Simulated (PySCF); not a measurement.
Vibration and rotation of KSn⁺

UHF-CCSD(T) constants of KSn⁺, ³Π (triplet), unpaired electrons σ ↑, π ↑ (K def2-SVPD, Sn def2-SVPD with ECP28; scalar-relativistic core potentials (PySCF 2.14); masses 38.9637 and 119.9022 u):

```
ωe              : 65.8 cm⁻¹
ωexe            : 0.379 cm⁻¹
Be              : 0.03616 cm⁻¹
αe              : 0.000282 cm⁻¹
D (centrifugal) : 4.37e-08 cm⁻¹
De to K⁺ + Sn   : 0.336 eV
```

Problem. Give the vibrational terms G(v) and spacings up to v = 6.

Solution. G(v) = ωe(v+½) − ωexe(v+½)².

```json
{"v": "0", "G(v) (cm⁻¹)": "32.8", "G(v) − G(v−1)": "", "Bv (cm⁻¹)": "0.03602"}
{"v": "1", "G(v) (cm⁻¹)": "97.8", "G(v) − G(v−1)": "65.0", "Bv (cm⁻¹)": "0.03574"}
{"v": "2", "G(v) (cm⁻¹)": "162.1", "G(v) − G(v−1)": "64.3", "Bv (cm⁻¹)": "0.03546"}
{"v": "3", "G(v) (cm⁻¹)": "225.7", "G(v) − G(v−1)": "63.5", "Bv (cm⁻¹)": "0.03517"}
{"v": "4", "G(v) (cm⁻¹)": "288.4", "G(v) − G(v−1)": "62.8", "Bv (cm⁻¹)": "0.03489"}
{"v": "5", "G(v) (cm⁻¹)": "350.4", "G(v) − G(v−1)": "62.0", "Bv (cm⁻¹)": "0.03461"}
{"v": "6", "G(v) (cm⁻¹)": "411.7", "G(v) − G(v−1)": "61.3", "Bv (cm⁻¹)": "0.03433"}
```

Problem. How well does the Morse estimate ωe²/(4ωexe) reproduce De, and what is D0?

Solution. It gives 0.354 eV, 105 % of the computed De. D0 = De − G(0) = 0.336 − 0.004 = 0.332 eV.

Correlated steps freeze 9 core orbitals. The bond is weak. Basis-set superposition, not corrected here, can be much of De in a small basis, most of all at correlated wavefunction levels. Spin–orbit coupling is left out, which matters for elements this heavy, above all for dissociation energies. For an ion De counts to the pair picked by the measured ionisation energies or electron affinities, which need not be the lowest pair at this level. The state was picked by a PBE0 search and need not be the measured ground state.
